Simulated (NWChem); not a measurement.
System: GaF3; SMILES [F][Ga]([F])[F]

NWChem input:

```
start job
memory heap 200 mb stack 900 mb global 1100 mb
geometry units angstroms noautosym nocenter noautoz
  Ga     0.000000     0.000000     0.000000
  F     -1.667341     0.451414     0.000000
  F      1.224607     1.218253     0.000000
  F      0.442735    -1.669667     0.000000
end
basis spherical
  * library def2-svp
end
dft
  xc xcamb88 1.00 lyp 0.81 vwn_5 0.19 hfexch 1.00
  cam 0.33 cam_alpha 0.19 cam_beta 0.46
  iterations 150
end
property
  efieldgrad
end
task dft property
```

Excerpt of the output:

```
             Northwest Computational Chemistry Package (NWChem) 7.3.0
             --------------------------------------------------------

                             Geometry "geometry" -> ""
                             -------------------------

 Output coordinates in angstroms (scale by  1.889725989 to convert to a.u.)

  No.       Tag          Charge          X              Y              Z
 ---- ---------------- ---------- -------------- -------------- --------------
    1 Ga                  31.0000     0.00000000     0.00000000     0.00000000
    2 F                    9.0000    -1.66734100     0.45141400     0.00000000
    3 F                    9.0000     1.22460700     1.21825300     0.00000000
    4 F                    9.0000     0.44273500    -1.66966700     0.00000000

 Effective nuclear repulsion energy (a.u.)     299.3934877474

                              NWChem Property Module
                              ----------------------

  itol2e modified to match energy
  convergence criterion.

                                 NWChem DFT Module
                                 -----------------

 Summary of "ao basis" -> "ao basis" (spherical)
 ------------------------------------------------------------------------------
       Tag                 Description            Shells   Functions and Types
 ---------------- ------------------------------  ------  ---------------------
 Ga                         def2-svp                12       32   5s4p3d
 F                          def2-svp                 6       14   3s2p1d

  itol2e modified to match energy
  convergence criterion.

            General Information
            -------------------
          SCF calculation type: DFT
          Wavefunction type:  closed shell.
          No. of atoms     :     4
          No. of electrons :    58
           Alpha electrons :    29
            Beta electrons :    29
          Charge           :     0
          Spin multiplicity:     1
          Use of symmetry is: off; symmetry adaption is: off
          Maximum number of iterations: 150
          AO basis - number of functions:    74
                     number of shells:    30
          Convergence on energy requested:  1.00D-07
          Convergence on density requested:  1.00D-05
          Convergence on gradient requested:  5.00D-04

              XC Information
              --------------
                     Hartree-Fock (Exact) Exchange  1.000
                   CAM-Becke88 Exchange Functional  1.000
                      VWN V Correlation Functional  0.190 local
              Lee-Yang-Parr Correlation Functional  0.810

           Range-Separation Parameters
           ---------------------------
           Alpha           :  0.19
           Beta            :  0.46
           Gamma           :  0.33
           Short-Range HF  :     F

             Grid Information
             ----------------
          Grid used for XC integration:  fine
          Radial quadrature: Mura-Knowles
          Angular quadrature: Lebedev.
          Tag              B.-S. Rad. Rad. Pts. Rad. Cut. Ang. Pts.
          ---              ---------- --------- --------- ---------
          Ga                  1.30      140           7.0       974
          F                   0.50       70           7.0       590
          Grid pruning is: on
          Number of quadrature shells:   350
          Spatial weights used:  Erf1

      Superposition of Atomic Density Guess
      -------------------------------------

 Sum of atomic energies:       -2220.85339516

      Non-variational initial energy
      ------------------------------

 Total energy =   -2220.869649
 1-e energy   =   -3699.207128
 2-e energy   =    1178.943992
 HOMO         =      -0.641831
 LUMO         =      -0.104186

   convergence    iter        energy       DeltaE   RMS-Dens  Diis-err
 ---------------- ----- ----------------- --------- --------- ---------
 d= 0,ls=0.0,diis     1  -2223.9259011027 -2.52D+03  2.09D-02  1.18D+00
 d= 0,ls=0.0,diis     2  -2223.8917165314  3.42D-02  9.17D-03  2.16D+00
 d= 0,ls=0.0,diis     3  -2224.0626759000 -1.71D-01  6.67D-04  1.51D-02
 d= 0,ls=0.0,diis     4  -2224.0632695336 -5.94D-04  2.71D-04  3.29D-03
 d= 0,ls=0.0,diis     5  -2224.0634293620 -1.60D-04  6.68D-05  1.81D-04
  Resetting Diis
 d= 0,ls=0.0,diis     6  -2224.0634392259 -9.86D-06  1.16D-05  8.51D-07
 d= 0,ls=0.0,diis     7  -2224.0634393638 -1.38D-07  1.90D-06  8.33D-09
 d= 0,ls=0.0,diis     8  -2224.0634393673 -3.44D-09  4.32D-07  2.66D-09

         Total DFT energy =    -2224.063439367257
      One electron energy =    -3698.042194596097
           Coulomb energy =     1281.221233567050
    Exchange-Corr. energy =     -106.635966085592
 Nuclear repulsion energy =      299.393487747382

 Numeric. integr. density =       57.999999924209

                       DFT Final Molecular Orbital Analysis
                       ------------------------------------

 Vector   27  Occ=2.000000D+00  E=-4.827909D-01
              MO Center= -3.1D-01,  2.1D-01, -2.7D-10, r^2= 3.2D+00
   Bfn.  Coefficient  Atom+Function         Bfn.  Coefficient  Atom+Function
  ----- ------------  ---------------      ----- ------------  ---------------
    37      0.446698  2 F  py                51      0.362368  3 F  py
    65      0.301659  4 F  py                40     -0.294508  2 F  py
    54     -0.230467  3 F  py                68     -0.184365  4 F  py
    18     -0.128416  1 Ga d -2              22     -0.106911  1 Ga d  2
    16     -0.088308  1 Ga py                64      0.085432  4 F  px

 Vector   28  Occ=2.000000D+00  E=-4.827908D-01
              MO Center=  3.1D-01, -2.1D-01,  1.0D-10, r^2= 3.2D+00
   Bfn.  Coefficient  Atom+Function         Bfn.  Coefficient  Atom+Function
  ----- ------------  ---------------      ----- ------------  ---------------
    64      0.438822  4 F  px                50      0.378114  3 F  px
    36      0.293788  2 F  px                67     -0.288527  4 F  px
    53     -0.242425  3 F  px                39     -0.178387  2 F  px
    22      0.128416  1 Ga d  2              51     -0.120487  3 F  py
    18     -0.106911  1 Ga d -2              15     -0.088308  1 Ga px

 Vector   29  Occ=2.000000D+00  E=-4.770596D-01
              MO Center=  1.6D-05, -5.5D-06,  1.1D-12, r^2= 3.4D+00
   Bfn.  Coefficient  Atom+Function         Bfn.  Coefficient  Atom+Function
  ----- ------------  ---------------      ----- ------------  ---------------
    37      0.374705  2 F  py                64     -0.375233  4 F  px
    51     -0.275214  3 F  py                50      0.273783  3 F  px
    40     -0.269753  2 F  py                67      0.270133  4 F  px
    54      0.198128  3 F  py                53     -0.197098  3 F  px
    36      0.101447  2 F  px                65     -0.099500  4 F  py

 Vector   30  Occ=0.000000D+00  E=-4.772896D-02
              MO Center=  1.3D-06,  9.8D-07,  1.6D-09, r^2= 3.4D+00
   Bfn.  Coefficient  Atom+Function         Bfn.  Coefficient  Atom+Function
  ----- ------------  ---------------      ----- ------------  ---------------
     5      0.816384  1 Ga s                  4      0.433266  1 Ga s
     3     -0.318511  1 Ga s                 35     -0.224942  2 F  s
    49     -0.224942  3 F  s                 63     -0.224942  4 F  s
    36      0.205661  2 F  px                65      0.205948  4 F  py
    39     -0.167836  2 F  px                68     -0.168070  4 F  py

 Vector   31  Occ=0.000000D+00  E= 2.418474D-03
              MO Center=  2.6D-07,  2.7D-07, -1.2D-09, r^2= 3.7D+00
   Bfn.  Coefficient  Atom+Function         Bfn.  Coefficient  Atom+Function
  ----- ------------  ---------------      ----- ------------  ---------------
    17      0.722355  1 Ga pz                14      0.438868  1 Ga pz
    11     -0.213995  1 Ga pz                38      0.178251  2 F  pz
    52      0.178251  3 F  pz                66      0.178251  4 F  pz
    41     -0.165888  2 F  pz                55     -0.165888  3 F  pz
    69     -0.165887  4 F  pz                 8      0.068868  1 Ga pz

 Vector   32  Occ=0.000000D+00  E= 1.150782D-01
              MO Center=  1.8D-01,  1.6D-01,  1.4D-10, r^2= 5.6D+00
   Bfn.  Coefficient  Atom+Function         Bfn.  Coefficient  Atom+Function
  ----- ------------  ---------------      ----- ------------  ---------------
    15      0.868640  1 Ga px                16     -0.817565  1 Ga py
    35      0.408764  2 F  s                 63     -0.393527  4 F  s
    51     -0.127632  3 F  py                50      0.123734  3 F  px
    54      0.117168  3 F  py                53     -0.112879  3 F  px
    12      0.101313  1 Ga px                34      0.097492  2 F  s

     Multipole analysis of the density
     ---------------------------------

     L   x y z        total         alpha         beta         nuclear
     -   - - -        -----         -----         ----         -------
     0   0 0 0     -0.000000    -29.000000    -29.000000     58.000000

     1   1 0 0     -0.000001     -0.000009     -0.000009      0.000017
     1   0 1 0     -0.000000     -0.000000     -0.000000     -0.000000
     1   0 0 1      0.000000      0.000000      0.000000      0.000000

     2   2 0 0    -25.878106    -84.862651    -84.862651    143.847196
     2   1 1 0     -0.000000     -0.000001     -0.000001      0.000002
     2   1 0 1     -0.000000     -0.000000     -0.000000      0.000000
     2   0 2 0    -25.878107    -84.862656    -84.862656    143.847205
     2   0 1 1     -0.000000     -0.000000     -0.000000      0.000000
     2   0 0 2    -18.892469     -9.446235     -9.446235      0.000000

          -----------------------
          Electric field gradient
          -----------------------

 1 a.u. = 0.324123 10**(16) esu/cm**3  ( or statvolts/cm**2 ) = 0.97174 10**(22) v/m**2

 ------------------------------------------------------------
   Atom      X         Y         Z
 ------------------------------------------------------------
    1 Ga   0.00000   0.00000   0.00000
 ------------------------------------------------------------

 Electric field gradient in molecular frame (a.u.)
         XX             YY             ZZ             XY             XZ             YZ
 ------------------------------------------------------------------------------------------
        0.914374       0.914372      -1.828745      -0.000002      -0.000000       0.000000

 Principal components (a.u.) and orientation
 of principal axis w.r.t. absolute frame                      Asymmetry parameter eta
 --------------------------------------------------------------------------------------
       -1.828745       0.914375       0.914371                       0.000002

        0.000000       0.854868       0.518845
       -0.000000      -0.518845       0.854868
        1.000000      -0.000000       0.000000

 ------------------------------------------------------------
   Atom      X         Y         Z
 ------------------------------------------------------------
    2 F   -3.15082   0.85305   0.00000
 ------------------------------------------------------------

 Electric field gradient in molecular frame (a.u.)
         XX             YY             ZZ             XY             XZ             YZ
 ------------------------------------------------------------------------------------------
       -1.252277       0.714635       0.537642       0.574640      -0.000000      -0.000000

 Principal components (a.u.) and orientation
 of principal axis w.r.t. absolute frame                      Asymmetry parameter eta
 --------------------------------------------------------------------------------------
       -1.407854       0.870212       0.537642                       0.236225

        0.965249       0.261331       0.000000
       -0.261331       0.965249       0.000000
        0.000000      -0.000000       1.000000

 ------------------------------------------------------------
   Atom      X         Y         Z
 ------------------------------------------------------------
    3 F    2.31417   2.30216   0.00000
 ------------------------------------------------------------

 Electric field gradient in molecular frame (a.u.)
         XX             YY             ZZ             XY             XZ             YZ
 ------------------------------------------------------------------------------------------
       -0.274747      -0.262897       0.537644      -1.139018       0.000000       0.000000

 Principal components (a.u.) and orientation
 of principal axis w.r.t. absolute frame                      Asymmetry parameter eta
 --------------------------------------------------------------------------------------
       -1.407855       0.870211       0.537644                       0.236223

        0.708944      -0.705265       0.000000
        0.705265       0.708944       0.000000
       -0.000000      -0.000000       1.000000

 ------------------------------------------------------------
   Atom      X         Y         Z
 ------------------------------------------------------------
    4 F    0.83665  -3.15521   0.00000
 ------------------------------------------------------------

 Electric field gradient in molecular frame (a.u.)
         XX             YY             ZZ             XY             XZ             YZ
 ------------------------------------------------------------------------------------------
        0.720560      -1.258202       0.537643       0.564379       0.000000       0.000000

 Principal components (a.u.) and orientation
 of principal axis w.r.t. absolute frame                      Asymmetry parameter eta
 --------------------------------------------------------------------------------------
       -1.407855       0.870213       0.537643                       0.236225

       -0.256306       0.966596      -0.000000
        0.966596       0.256306       0.000000
       -0.000000       0.000000       1.000000
```

Level: CAM-B3LYP/def2-SVP. Geometry: optimised at PBE0/def2-SVP. NWChem prints the field gradient with the sign opposite to the second derivative of the potential.
